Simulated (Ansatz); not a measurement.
Mulliken charges of ClFH₃NOSi (`N[Si](O)(F)Cl`) from ωB97M-V/def2-TZVPP in Ansatz (PBE0-D4/def2-TZVP geometry).

```
atom   x (Å)   y (Å)   z (Å)  charge (e)
  N1  -0.731   0.739   0.597      -0.352
 Si2   0.243  -0.124  -0.476       0.773
  O3   0.465  -1.656   0.009      -0.357
  F4  -0.349  -0.284  -1.936      -0.289
 Cl5   1.982   0.923  -0.663      -0.218
  H6  -0.683   1.743   0.641       0.130
  H7  -1.634   0.388   0.874       0.128
  H8   0.800  -1.786   0.897       0.185
```

Task: By hand: the dipole of these point charges (1 e Å = 4.8032 D).

Result: Σ q r = (-0.202, 0.062, 0.484) e Å, of length 0.528 e Å = 2.54 D.

Task: How does the dipole of the full density compare? (An estimate is asked.)

Result: Computed: (-0.251, 0.138, 0.578) e Å, 3.10 D; the point charges give 0.82 times that, at 6° from its direction.

Point charges leave out the atoms' own dipoles, such as those of lone pairs, and Mulliken's split depends on the basis, so the two needn't agree.
